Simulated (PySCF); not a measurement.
2-ethynylpyridine, C7H5N

Geometry:
```csv
atom,x (Å),y (Å),z (Å)
C1,3.235,-0.748,-0.513
C2,2.044,-0.567,-0.373
C3,0.640,-0.320,-0.202
C4,0.189,0.989,0.036
C5,-1.175,1.201,0.198
C6,-2.038,0.111,0.119
C7,-1.487,-1.150,-0.122
N8,-0.189,-1.369,-0.279
H9,4.287,-0.922,-0.639
H10,0.906,1.810,0.090
H11,-1.560,2.206,0.385
H12,-3.116,0.229,0.240
H13,-2.138,-2.030,-0.190
```

Theory: PySCF, quadratic response BHandHLYP/aug-pcseg-0 first hyperpolarisability, Taylor convention, gas phase. Geometry: PBE0-D3(BJ)/def2-SVP.

(1) Give the tensor of the second harmonic β(−2ω;ω,ω) at 694.3 nm in the axes of these coordinates.

## Answers

(1) In au, Taylor convention; rows are the first index (the induced dipole):
```
       xx     yy     zz     xy     xz     yz
x  +210.7  -14.1  +23.2  -19.4  -18.8   -6.1
y   -15.5  -28.3  -20.9   -9.2   -5.3   +4.0
z   -18.3   +4.9  -17.3   -5.3  +22.4  -24.1
```
Norm of βᵢ = ⅓ Σⱼ (βᵢⱼⱼ + βⱼᵢⱼ + βⱼⱼᵢ): 235.2 au, hyper-Rayleigh value 95.0 au.
